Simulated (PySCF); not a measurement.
# Spinor energies of Ti⁺ (titanium, charge +1)

Start: [Ar] 3d1 4s1 4p1; 3d5/2 filled at m_j = +5/2; 4s1/2 filled at m_j = +1/2; 4p3/2 filled at m_j = +3/2. Calculated with PySCF 2.14 in x2c-TZVPall-2c: generalised Hartree-Fock with the X2C-1e Hamiltonian and a Gaussian nucleus; one run each with spin-orbit coupling (SO) switched off, then screened by Boettger's factors. This is a chosen level, not necessarily the ground level.

| spinor shell | electrons | ε, spin-free (eV) | ε, screened SO (eV) | weight of nominal j (screened SO) | rms radius, screened SO (bohr) |
| --- | --- | --- | --- | --- | --- |
| 1s1/2 | 2 | -5032.7 | -5032.7 | 1.000 | 0.0804 |
| 2s1/2 | 2 | -605.01 | -605.02 | 1.000 | 0.350 |
| 2p1/2 | 2 | -500.61 | -504.48 | 0.996 | 0.318 |
| 2p3/2 | 4 | -500.61 | -498.74 | 0.998 | 0.321 |
| 3s1/2 | 2 | -93.720 | -93.737 | 1.000 | 1.06 |
| 3p3/2 | 4 | -63.076 | -63.459 | 0.873 | 1.15 |
| 3p1/2 | 2 | -63.076 | -62.364 | 0.745 | 1.15 |
| 3d5/2 | 1 | -25.259 | -25.248 | 1.000 | 1.50 |
| 4s1/2 | 1 | -16.307 | -16.311 | 0.994 | 3.26 |
| 4p3/2 | 1 | -11.688 | -11.670 | 1.000 | 3.79 |

```tsv
quantity	spin-free	screened SO
E (hartree)	-852.30795	-852.31301
M_J	9/2	9/2
⟨J²⟩	24.794	24.794
⟨L²⟩	12.043	12.042
⟨S²⟩	3.751	3.751
```

Each row is a mean over spinors that exchange with the open shell spreads, by up to 5.823 eV (3p3/2).

Rows whose weight is well below 1 are mixtures of j = l ± 1/2: exchange outweighs spin-orbit coupling there, and the label is only the starting occupation.

Without spin-orbit coupling the j labels of p, d and f shells carry no meaning; the spin-free column gives the mean over the occupied spinors of each nl shell.
